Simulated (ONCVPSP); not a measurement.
# What the settings do to the ONCV potential of Ni

Base potential:

```
Element                 : Ni (Z = 28)
Generator               : ONCVPSP 4.0.1
Type                    : optimised norm-conserving Vanderbilt (ONCV)
Functional              : LDA (Perdew-Zunger)
Relativity              : fully relativistic
Frozen core             : [Ne] 3s2
Valence charge          : 16
Reference configuration : 3p6 3d8 4s2
Partial waves           : 4s: rc 2.40 bohr, ncon 4, nbas 9, qcut 3.1 1/bohr, 3 projectors, debl 2.7 Ha; 3p: rc 0.90 bohr, ncon 4, nbas 8, qcut 13.4 1/bohr, 2 projectors, debl 1 Ha; 3d: rc 1.20 bohr, ncon 4, nbas 9, qcut 10.8 1/bohr, 2 projectors, debl 1 Ha; f scattering state at 0.06 Ha: rc 2.50 bohr, ncon 4, nbas 8, qcut 5 1/bohr, 3 projectors, debl 1.3 Ha
Local potential         : polynomial inside 0.90 bohr (lpopt 5, dvloc0 0 Ha)
Core correction         : Teter function, fcfact 1.5, rcfact 1.05
```

Open shells are filled in proportion to 2j + 1.

In the p channel the program set the typed energies aside and used -2.591, 0.250 Ha (j = l + 1/2; the other j can differ).

Cutoffs, loose and tight: the cutoffs (Ha) at which the residual kinetic energy of the hardest occupied pseudo-wave falls to 1 and 0.1 mHa per electron. They do not see the model core or the augmentation charge, which bear on the density cutoff. Test errors are all-electron minus pseudo excitation energies from the reference, over the configurations 3p6 3d8 4s1; 3p6 3d8 4s0; 3p6 3d7 4s0; 3p6 3d8 4s1 4p1. A dash means not determined; rows that change the core or the reference have their own tests.

A true bound ghost makes a file unfit for plane-wave use even where its test errors are small: the radial tests pick states by their node count and pass the ghost by.

```tsv
change	outcome	cutoff, loose	cutoff, tight	bound ghosts	GHOST(+) flags above zero	largest test error (meV)
base	generated, projector energies reset by the program	55 Ha	144 Ha	none	s	-36
p: qcut 8.1	generated, projector energies reset by the program	58 Ha	186 Ha	none	s	-36
p: qcut 10.4	generated, projector energies reset by the program	55 Ha	144 Ha	none	s	-36
p: qcut 12.6	generated, projector energies reset by the program	55 Ha	144 Ha	none	s	-36
p: qcut 16	generated, projector energies reset by the program	72 Ha	144 Ha	none	s	-36
p: qcut 18.3	generated, projector energies reset by the program	82 Ha	144 Ha	none	s	-36
p: qcut 19.3	generated, projector energies reset by the program	87 Ha	144 Ha	none	s	-36
```

Problem. What comes out with this change to the base: p: qcut 14?

Solution. outcome: generated, projector energies reset by the program, misses its reference levels by 0.30 eV; cutoff, loose: 57 Ha; cutoff, tight: 144 Ha; bound ghosts: p1/2; GHOST(+) flags above zero: s; largest test error (meV): -36.

Reading the sweep of the qcut of the p channel (base included, trends over the rows without a ghost): The loose cutoff rises from 58 Ha at 8.1 to 87 Ha at 19.3 1/bohr, with one reversal. The waves are optimised to have the least kinetic energy above qcut, so the cutoff follows it (qcut²/2 in Ha). The median size of the test errors (rows with all tests solved) stays near 7.2 meV. Bound ghosts are found at 14 1/bohr.
